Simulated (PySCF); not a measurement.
# Worked example: oscillator strength and radiative lifetime

ClFH2Se2Si, SMILES [SeH][Si](F)(Cl)[SeH].

Geometry optimised at ωB97X-D3(BJ)/def2-SVP. The values are those of a single conformer.

PySCF with TDDFT-PBE/def2-SVPD puts the first singlet state with f over 0.02 at 5.15 eV (vertical), with the transition dipole (-0.184, 0.332, 0.176) in atomic units.

Q: Find the oscillator strength, the wavelength and the radiative lifetime that this transition would have in vacuum if emission retraced absorption.

A: 
|μ|² = 0.1751 au, so |μ| = 1.06 D. ΔE = 5.15/27.211 = 0.1893 hartree. f = (2/3) ΔE |μ|² = 0.022 (the program prints 0.022).
λ = 1239.84/5.15 = 241 nm; ν = 41538 cm⁻¹.
Einstein's coefficient A = 0.6670 ν² f s⁻¹ (ν in cm⁻¹) = 2.5e7 s⁻¹, so τ = 1/A = 39 ns. This state is S3; the lower singlets have f = 0.016, 0.002. The figure is the radiative limit of this one transition; relaxation, internal conversion, crossing to triplets and a medium change what is measured.
